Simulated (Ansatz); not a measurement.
Relaxation of ReO3Cl (ReClO3) with RKS PBE-D4/def2-SVP.

```sh
$ ansatz run in.yaml --threads 4 --pin off --events-out ev --progress --plain --max-ram 3916MiB
```

```yaml
crystal:
  periodic: [false, false, false]
  atoms:
    - {symbol: Re, position_ang: [0.057520, 0.099010, 0.041620]}
    - {symbol: O, position_ang: [0.041900, 0.036570, 1.703310]}
    - {symbol: O, position_ang: [1.611780, 0.061370, -0.548610]}
    - {symbol: O, position_ang: [-0.768160, 1.429020, -0.519420]}
    - {symbol: Cl, position_ang: [-0.943030, -1.625970, -0.676890]}
basis:
  gaussian: {orbitals: def2-SVP}
hamiltonian: {xc: pbe, dispersion: d4}
scf: {omitted_lower_state_checks: [starts]}
output: {orbitals: {seedname: orbitals}}
relax: {f_tol: 0.02, max_steps: 100}
```

Run time 5 s (4 threads of Intel Xeon Platinum 8259CL on a shared host).

Positions (Å) and forces (eV/Å) at steps 1, 2, 4, 5 of 5:

```xyz
5
step=1 energy=-20779.7828 eV
Re    0.058    0.099    0.042   -0.433   -0.747   -0.316
O     0.042    0.037    1.703    0.159    0.195    3.788
O     1.612    0.061   -0.549    3.605    0.253   -1.155
O    -0.768    1.429   -0.519   -1.617    3.255   -1.091
Cl   -0.943   -1.626   -0.677   -1.713   -2.955   -1.227
5
step=2 energy=-20780.3363 eV
Re    0.047    0.081    0.034   -0.179   -0.308   -0.130
O     0.072    0.087    1.751    0.006    0.014   -0.170
O     1.667    0.113   -0.536   -0.159    0.011    0.065
O    -0.751    1.503   -0.507    0.091   -0.133    0.062
Cl   -1.035   -1.785   -0.742    0.241    0.415    0.172
5
step=4 energy=-20780.3447 eV
Re    0.045    0.077    0.032   -0.016   -0.028   -0.011
O     0.069    0.083    1.747    0.004    0.007    0.015
O     1.662    0.109   -0.537    0.015    0.007   -0.001
O    -0.752    1.497   -0.508   -0.002    0.016   -0.001
Cl   -1.023   -1.765   -0.734   -0.001   -0.001   -0.001
5
step=5 energy=-20780.3447 eV
Re    0.044    0.076    0.032   -0.003   -0.005   -0.002
O     0.069    0.083    1.747    0.000    0.000    0.003
O     1.662    0.109   -0.537    0.003    0.000   -0.001
O    -0.752    1.497   -0.507   -0.001    0.003   -0.001
Cl   -1.024   -1.766   -0.734    0.001    0.001    0.000
```

In the def2 sets Re takes a core potential; there is no spin–orbit coupling.
